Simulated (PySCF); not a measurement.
C₂H₁₀N₂Si₂, SMILES CN[Si@@H]1NC[SiH2]1. Atoms are numbered in the order given.

```xyz
16

C      3.1617    -0.2068    -0.2634
N      1.7685    -0.5998    -0.3336
Si     0.4124     0.1987     0.3772
N     -0.8231    -0.8916     0.9477
C     -2.1485    -0.5115     0.4298
Si    -1.5431     0.9094    -0.7364
H      3.2949     0.5433     0.5319
H      3.5395     0.2436    -1.2016
H      3.8195    -1.0610    -0.0180
H      1.5797    -1.3308    -1.0136
H      1.0563     1.1380     1.3511
H     -0.7654    -1.6438     1.6297
H     -2.6571    -1.3383    -0.1007
H     -2.8408    -0.1452     1.2118
H     -2.1766     2.2376    -0.4731
H     -1.7174     0.5931    -2.1875
```

Coordinates come from a B3LYP-D3(BJ)/def2-SVP optimisation. The structure was generated by enumeration; whether it is a known compound was not checked. One conformer was computed; it need not be the lowest.

All values below come from SMD-M06-2X/def2-SVP run with PySCF.

Solvation free energies are E(SMD) − E(gas) at the gas-phase geometry, for 1 M in both phases. In vacuum the dipole moment is 1.34 D.

| solvent | ΔG(solv) (kcal/mol) | its non-electrostatic (CDS) part | dipole (D) |
|---|---|---|---|
| water | 1.3 | 4.6 | 1.75 |
| chlorobenzene | ? | ? | ? |
| n-hexane | -2.0 | -0.8 | 1.49 |

Question: Some entries are withheld; supply them. (Estimate from the structure and the level; the computed values follow.)

Answer: 
- chlorobenzene, ΔG(solv) (kcal/mol): -2.6
- chlorobenzene, its non-electrostatic (CDS) part: -0.2
- chlorobenzene, dipole (D): 1.65
